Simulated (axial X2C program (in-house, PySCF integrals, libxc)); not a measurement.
# BrOsBr: the levels of the configuration d6 s0 p(π)0

Computed with an axial X2C code built on PySCF integrals: two-component X2C with atomic mean-field Coulomb and Gaunt terms, basis Br dyall-v3z, Os dyall-v3z (cores contracted in-house). Orbitals come from Hartree–Fock averaged over the configuration Os d6 s0 p(π)0; CI then distributes these electrons over the d, s, p(π) shells of Os.

Br–Os–Br held linear, both bonds 2.439 Å (near the minimum of the configuration average).

Active spinors (ω > 0):

```
shell    ω  ε (eV)                    character
    d  3/2   -8.32                     99% Os d
    d  1/2   -7.61  76% Os d, 13% Os s, 8% Br p
    d  5/2   -7.45                    100% Os d
    d  1/2   -6.88  76% Os d, 16% Os s, 6% Br p
    d  3/2   -6.75            88% Os d, 8% Br p
    s  1/2    1.69  73% Os s, 13% Os d, 8% Br p
 p(π)  1/2    1.07            91% Os p, 3% Os f
 p(π)  3/2    1.18                     92% Os p
```

Lowest levels of this model:

| Ω | energy (cm⁻¹) | g∥ | configuration |
| --- | --- | --- | --- |
| 4 | 0 | 11.84 | 100% d6 |
| 3 | 408 | 8.31 | 100% d6 |
| 2 | 1131 | 5.34 | 100% d6 |
| 0 | 1444 | 0.00 | 100% d6 |
| 1 | 1584 | 3.11 | 100% d6 |
| 1 | 3511 | 1.14 | 100% d6 |
| 2 | 3634 | 6.46 | 100% d6 |
| 0 | 3852 | 0.00 | 100% d6 |
| 0 | 4715 | 0.00 | 100% d6 |
| 3 | 5224 | 9.31 | 100% d6 |
| 2 | 6224 | 5.94 | 100% d6 |
| 1 | 6562 | 4.62 | 100% d6 |
| 0 | 7174 | 0.00 | 100% d6 |
| 1 | 7203 | 2.73 | 100% d6 |
| 0 | 7431 | 0.00 | 100% d6 |
| 3 | 11744 | 7.57 | 100% d6 |
| 0 | 12348 | 0.00 | 100% d6 |
| 2 | 12610 | 5.55 | 100% d6 |
| 4 | 13505 | 9.02 | 100% d6 |
| 5 | 14636 | 11.89 | 100% d6 |
| 3 | 14919 | 6.73 | 100% d6 |
| 0 | 15165 | 0.00 | 100% d6 |
| 4 | 15667 | 9.86 | 100% d6 |
| 0 | 16513 | 0.00 | 100% d6 |
| 4 | 18562 | 8.37 | 100% d6 |
| 5 | 19382 | 11.55 | 100% d6 |
| 6 | 21047 | 13.49 | 100% d6 |
| 5 | 25369 | 10.45 | 100% d6 |

g∥ is the magnitude of 2⟨Lz + ge Sz⟩ for the +Ω component.

(1) From Ω and g∥ of the lowest level, whose 2⟨Lz + ge Sz⟩ is positive, find ⟨Sz⟩ and ⟨Lz⟩ (ge = 2.0023).

Occupations of the active spinors in the lowest level by ω, shell by shell in order of energy: -5/2: 0.00; -3/2: 0.98 0.02 0.00; -1/2: 0.69 0.31 0.00 0.00; 1/2: 0.66 0.34 0.00 0.00; 3/2: 1.00 1.00 0.00; 5/2: 1.00. The leading determinant has weight 0.45 among 419.

This point took 5.7 s on 1 thread of Arm Neoverse V2, on a shared host.

Dynamic correlation is missing, so gaps between terms are too wide and other configurations may lie lower; the lowest level listed is that of this model, not necessarily the ground state. For d shells the ligand-field splittings (σ, π, δ) and their order can be off by a thousand cm⁻¹ or more. At most 4 roots were kept for each Ω > 0 (twice that for Ω = 0) within 3.2 eV of the lowest, so higher up levels can be missing between those listed; levels with Ω > 0 are doubly degenerate and listed once, Ω = 0 levels singly. Some active spinors are only partly of the character that their shell is named for, so the shell names and counts are nominal. States that fill the shells left empty in the average are placed too high. The molecule was held linear; bending was not examined.

Results:

(1) Ω = ⟨Lz⟩ + ⟨Sz⟩ = 4 and ⟨Lz⟩ + ge⟨Sz⟩ = 5.920, so ⟨Sz⟩ = 1.92 and ⟨Lz⟩ = 2.08.
